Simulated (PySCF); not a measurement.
This PySCF input asks for the NMR shieldings of `CC[C@@H](C)P/C=C\PC`, C7H16P2; the geometry comes from GFN2-xTB.

```python
import basis_set_exchange as bse
import numpy as np
from pyscf import gto, dft
from pyscf.prop import nmr

atoms = """
C    -3.282525    1.538386    0.422166
C    -2.915684    0.155614   -0.096833
C    -1.662915   -0.404210    0.581456
C    -1.456942   -1.875025    0.233156
P    -0.180807    0.637600    0.106917
C     1.087827   -0.228781    1.058401
C     2.338272   -0.348621    0.616024
P     2.798363    0.153641   -1.062441
C     4.600605    0.463041   -0.776633
H    -4.143575    1.934087   -0.111187
H    -2.446735    2.223454    0.285645
H    -3.521837    1.497465    1.482936
H    -2.744940    0.203669   -1.176074
H    -3.749500   -0.530825    0.074299
H    -1.774695   -0.301140    1.669376
H    -2.299358   -2.468127    0.588109
H    -0.546713   -2.263211    0.686936
H    -1.380178   -2.001933   -0.845883
H     0.078846   -0.027880   -1.100913
H     0.813328   -0.528107    2.065092
H     3.103350   -0.843830    1.203257
H     2.388910    1.487419   -0.917986
H     4.762585    1.052329    0.124042
H     5.115960   -0.492549   -0.685227
H     5.007424    0.991680   -1.636806
"""
names = dict.fromkeys(["C", "P", "H"], "pcSseg-1")
basis = {el: gto.basis.parse(bse.get_basis(n, elements=[el], fmt="nwchem")) for el, n in names.items()}
mol = gto.M(atom=atoms, basis=basis, charge=0, verbose=0)
mf = dft.RKS(mol, xc="PBE0")
mf.grids.level = 2
mf.grids.alignment = dft.numint.BLKSIZE   # the property module wants whole blocks of grid points
mf.conv_tol = 1e-9
mf.kernel()

calc = nmr.RKS(mf)   # GIAO
C = mf.mo_coeff
Co = C[:, mf.mo_occ > 0]
resp = mf.gen_response(singlet=True, hermi=2)
def vind(x):   # induced exchange potential for any number of trial vectors
    d = np.einsum("pi,xij,qj->xpq", C, 2 * x.reshape(-1, C.shape[1], Co.shape[1]), Co, optimize=True)
    return np.einsum("xpq,pi,qj->xij", resp(d - d.transpose(0, 2, 1)), C, Co, optimize=True).ravel()
mo1, _ = nmr.rhf.solve_mo1(calc, with_cphf=vind)
sigma = calc.kernel(mo1)
for i, s in enumerate(sigma):   # ppm
    print("%2d %-2s %9.2f" % (i, mol.atom_pure_symbol(i), np.trace(s) / 3))
```

Problem. What are the results?

Solution. 
```
 0 C     170.40
 1 C     154.03
 2 C     148.49
 3 C     158.55
 4 P     383.35
 5 C      43.29
 6 C      42.55
 7 P     432.07
 8 C     180.68
 9 H      30.55
10 H      29.75
11 H      30.85
12 H      30.66
13 H      30.05
14 H      30.37
15 H      30.41
16 H      29.92
17 H      30.85
18 H      28.19
19 H      25.15
20 H      25.14
21 H      27.91
22 H      29.93
23 H      30.60
24 H      30.68
```

These numbers come from an equivalent density-fitted implementation of the same equations, which agrees with the script to about 0.01 ppm for H and up to a few tenths of a ppm for heavy atoms, so last digits may differ.

Size and cost of the density-fitted run: 247 basis functions, 60 s wall time on 1 thread of an Arm Neoverse V1, shared host; peak memory 1.1 GiB.
